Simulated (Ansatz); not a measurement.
`[NH]=[Mo](=[NH])([NH2])[Cl]` + H–F → `[NH]=[Mo](=[NH])([NH2])[F]` + HCl  (ligand exchange at a Mo–Cl bond)

Program: Ansatz. Geometries: PBE0-D4/def2-TZVP. ΔE: electronic, gas phase. CBS: MP2 limit from def2 TZ/QZ plus the TZ coupled-cluster correction, frozen cores. This one scheme is used for every species. Functionals use def2-TZVPP. def2 core potentials past Kr. For Mo outer-core shells are correlated without core-valence functions, which leaves a few kJ/mol of doubt a bond. Each species was taken in one conformer, which may not be the lowest.

Question: Is it downhill or uphill in electronic energy at CCSD(T)/CBS, and by how much? (Estimate.)

Answer: Ansatz gave: Uphill: ΔE = +25.0 kJ/mol.

Question: What do these levels give: LDA (SPW92), r2SCAN-D4, B97M-V, r2SCANh-D4, CAM-B3LYP-D4, B2PLYP, r2SCAN, PBE0, r2SCANh, MP2/def2-SVP, CCSD/def2-SVP, SCS-MP2/def2-TZVPP? (Best estimate.)

Answer: The calculation gave: LDA (SPW92) 8.9, r2SCAN-D4 7.7, B97M-V 5.3, r2SCANh-D4 10.8, CAM-B3LYP-D4 3.5, B2PLYP 15.8, r2SCAN 6.7, PBE0 13.0, r2SCANh 9.6, MP2/def2-SVP 27.5, CCSD/def2-SVP 9.1, SCS-MP2/def2-TZVPP 30.8 kJ/mol.

Largest T1 diagnostic among the species: 0.022, so the coupled-cluster value is less sure than usual.

From r2SCAN to r2SCAN0 (25 % exact exchange), in def2-TZVPP and without D4, ΔE moves by +6.8 kJ/mol. At CCSD(T), def2-SVP lies −14.2 kJ/mol from the extrapolated value and def2-TZVPP −4.7 kJ/mol. The D4 term adds +7.2 kJ/mol with B3LYP and +4.0 kJ/mol with PBE0; it sums over pairs of atoms, weighted by their polarisabilities, and B3LYP, whose exchange is more repulsive, gets the larger term.

B3LYP here is the variant with VWN-RPA as its local correlation; programs differ in this.
